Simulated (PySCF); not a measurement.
H4MoN2O2, SMILES [Mo](=[NH])([OH])(=[NH])[OH], multiplicity 1. Heavy atoms are numbered as in [Mo:1](=[NH:2])(=[NH:4])([OH:6])[OH:8]. Hydrogens are named by the atom that carries them.

Geometry: B3LYP-D3(BJ)/def2-SVP. The multiplicity is an assumed one; other spin states were not compared. The def2 effective core potentials stand for the cores of Mo; spin–orbit coupling is left out. One conformer was computed; it need not be the lowest.

Calculation: PBE/def2-TZVP (PySCF).

Atomic charges (e), one atom of each kind:

```tsv
atom	Löwdin	Mulliken
Mo1	0.63	1.53
N2 (NH)	-0.34	-0.66
H on N2	0.15	0.23
O6 (OH)	-0.29	-0.67
H on O6	0.17	0.33
```
